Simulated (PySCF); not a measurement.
Choosing a molecule for a target property.

Each SMILES stands for a single optimised conformer of the isolated species, non-relativistic unless stated; the electronic structure was computed with PySCF and density fitting.

Dipoles, sizes and rotational constants follow the conformer. The torsions of the flexible species, by atom-mapped SMILES:
- `[CH2:1]=[C:2]([Cl:3])[NH:4][C:5](=[O:6])[CH2:7][CH3:8]`: C1–C2–N4–C5 0°, C2–N4–C5–O6 0°, N4–C5–C7–C8 180°
- `[F:1][C:2]([F:3])=[C:4]([F:5])[SiH2:6][PH3+:7]`: C2–C4–Si6–P7 -1°

The conformers of `O=C1NCC[C@H]1CCl` aren't listed.

**Question.** Wanted: HOMO energy above -7.6 eV (PBE0/def2-SVPD) and lowest singlet excitation above 5.5 eV (TDDFT PBE0/def2-SVPD), at GFN2-xTB geometries. Which candidate meets both?
A. `FC(F)=C(F)[SiH2][PH3+]`
B. `C=C(Cl)NC(=O)CC`
C. `[SiH3]CC#CC[SiH3]`
D. `C#C[SiH2]C#C[SiH3]`

**Answer.** C. Computed values:
```
               species  HOMO energy  lowest singlet excitation
FC(F)=C(F)[SiH2][PH3+]    -12.06 eV                    4.91 eV
    C#C[SiH2]C#C[SiH3]     -8.18 eV                    5.62 eV
       C=C(Cl)NC(=O)CC     -6.96 eV                    5.35 eV
     [SiH3]CC#CC[SiH3]     -6.80 eV                    5.95 eV
```

**Question.** Wanted: HOMO–LUMO gap below 6.3 eV (PBE0/def2-SVPD) and static isotropic polarisability below 90 au (PBE0/def2-SVPD), at GFN2-xTB geometries. Which candidate meets both?
A. `O=C1NCC[C@H]1CCl`
B. `C(C#CC[SiH3])[SiH3]`
C. `C=C(Cl)NC(=O)CC`
D. `FC(F)=C(F)[SiH2][PH3+]`
E. `C#C[SiH2]C#C[SiH3]`

**Answer.** D. Computed values:
```
               species  HOMO–LUMO gap  static isotropic polarisability
FC(F)=C(F)[SiH2][PH3+]        6.17 eV                          72.3 au
       C=C(Cl)NC(=O)CC        6.42 eV                          87.2 au
   C(C#CC[SiH3])[SiH3]        7.07 eV                         104.7 au
    C#C[SiH2]C#C[SiH3]        7.46 eV                          99.8 au
      O=C1NCC[C@H]1CCl        7.68 eV                          81.2 au
```
